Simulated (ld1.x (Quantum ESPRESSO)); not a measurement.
## S (Z = 16): RRKJ pseudisation with PBE, scalar-relativistic reference atom.

S, norm-conserving RRKJ (Kleinman–Bylander form), made with ld1.x (Quantum ESPRESSO) 7.5 (PBE, scalar-relativistic). Core [Ne], reference 3s2 3p2 (charge +2). Waves: 3s (bound): rc 1.30 bohr; 3p (bound): rc 1.55 bohr. Local part: all-electron potential smoothed inside 1.55 bohr (lloc = -1). Core correction: none.

All-electron outer shells of the reference configuration (PBE, scalar-relativistic, ld1.x):

| shell | level (eV) | outermost node (bohr) | outermost maximum (bohr) |
| --- | --- | --- | --- |
| 3s | -39.40 | 0.60 | 1.37 |
| 3p | -27.98 | 0.57 | 1.50 |

Does the generator finish with these settings?

Yes, a potential is produced and its reference levels are reproduced.

Estimate the cutoffs (Ry, on a coarse ladder) from which the occupation-weighted sum of valence levels, in a spherical-Bessel basis at the reference potential, stays within 10 and 1 mRy of its value at 400 Ry.

40 Ry and 55 Ry.

Does the potential have ghost states?

No extra level below or beside the all-electron valence levels (s, p, d, f tested).

Tests: 3s2 3p4; 3s2 3p3; 3s2 3p1; 3s1 3p5; 3s0 3p6; 3s2 3p4.3; 3s1 3p4. Which has the largest error in its energy relative to the reference configuration, and how large is it?

3s2 3p4.3, with +27 meV (all-electron minus pseudo) on -35.76 eV.
